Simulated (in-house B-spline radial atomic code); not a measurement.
Atomic self-consistent-field run: Gd IV (Gd3+) (an excited or competing configuration). Level of theory: Dirac-Hartree-Fock, average of configuration, Fermi nucleus of rms radius 5.1569 fm; calculated with a B-spline radial code for spherical atoms.

Command:
```bash
python run_scf.py task.json out
```
Settings (nuclear radius in fm, mass in u):
```
Z                64
configuration    [Kr] 4d9 4f7 5s2 5p6 8p1
hamiltonian      dirac
method           hf
spin_polarised   False
nucleus          fermi
rms_radius       5.1569
atomic_mass      157.92411
speed_of_light   137.035999084
```

Output (hartree, bohr):
```
 radial grid: 81 intervals, B-splines of order 8, outer radius 60 bohr

 iter        energy (Eh)    residual
    1      -11221.522076    7.66e-01
    2      -11246.354410    9.82e-01
    3      -11264.868365    2.64e-01
    4      -11266.186600    1.01e-01
    5      -11266.306276    2.03e-02
    6      -11266.316758    1.61e-02
    7      -11266.321814    2.50e-03
    8      -11266.321893    5.75e-04
    9      -11266.321900    2.26e-05
   10      -11266.321900    8.81e-07
   11      -11266.321900    3.03e-08

 total energy                    -11266.32190
 kinetic                           12283.6072
 electron-nucleus                 -27583.3395
 electron-electron                  4033.4103

 first-order corrections (not in the total)
   Gaunt                            11.5929
   retardation                      -1.2188
   frequency dependence             -0.1579
   self-energy                       8.1230
   Uehling                          -1.3108
   Wichmann-Kroll                    0.0414
   recoil                            0.0252

 orbital      occ     eigenvalue          <r>       <r^2>       <1/r>     <1/r^2>       r_max    small
 1s1/2      2.000     -1859.2757    0.0219034  0.00065474     71.6443       11699     0.01392  5.69e-02
 2s1/2      2.000      -312.8918    0.0926581   0.0101991     17.1144     1481.19     0.07909  1.26e-02
 2p1/2      2.000      -296.4623    0.0775412  0.00743364     17.0499     468.981     0.05988  1.26e-02
 2p3/2      4.000      -270.8181    0.0843372  0.00866138     15.0794     309.959     0.06567  1.17e-02
 3s1/2      2.000       -72.6082     0.243038   0.0676383      6.2574     320.629      0.2239  4.01e-03
 3p1/2      2.000       -65.4859     0.233076   0.0631865      6.1601     102.362      0.2115  3.94e-03
 3p3/2      4.000       -60.1156     0.245852   0.0701077     5.66509     68.7121      0.2236  3.69e-03
 3d3/2      4.000       -47.9815     0.218602   0.0562602     5.52192     38.1803       0.178  3.54e-03
 3d5/2      6.000       -46.8260     0.222612   0.0582091     5.39847     36.1314      0.1815  3.47e-03
 4s1/2      2.000       -16.8021     0.551229    0.342599     2.59761     75.5845      0.5149  1.25e-03
 4p1/2      2.000       -13.9361     0.563652    0.361033        2.49     23.6172      0.5199  1.18e-03
 4p3/2      4.000       -12.7236      0.59094    0.396642     2.33197     16.0931      0.5448  1.10e-03
 4d3/2      3.600        -8.0223     0.626167    0.454068     2.11686     8.13533      0.5535  9.37e-04
 4d5/2      5.400        -7.7995     0.636078    0.468354     2.07602     7.69634      0.5619  9.13e-04
 4f5/2      3.000        -2.3318     0.774727    0.744208     1.62447     3.37232      0.5585  5.89e-04
 4f7/2      4.000        -2.3019     0.781914    0.758316     1.60962     3.30879      0.5631  5.81e-04
 5s1/2      2.000        -3.6670      1.30777     1.91311      1.0113     13.2283       1.187  2.72e-04
 5p1/2      2.000        -2.7368      1.42849      2.2935    0.917292     3.84968       1.277  2.31e-04
 5p3/2      4.000        -2.5434      1.50068     2.52904    0.864131     2.64313       1.341  2.10e-04
 8p1/2      0.333        -0.2992       9.8808     108.753    0.135317    0.127051       10.47  1.18e-05
 8p3/2      0.667        -0.2933       10.085     113.262    0.132209   0.0945744        10.7  1.14e-05
```

Time taken, with all properties: 2.1 s on 1 thread of Arm Neoverse V1, with other jobs on the host.

For the Dirac Hamiltonian the kinetic term is c α·p + (β - 1)c².
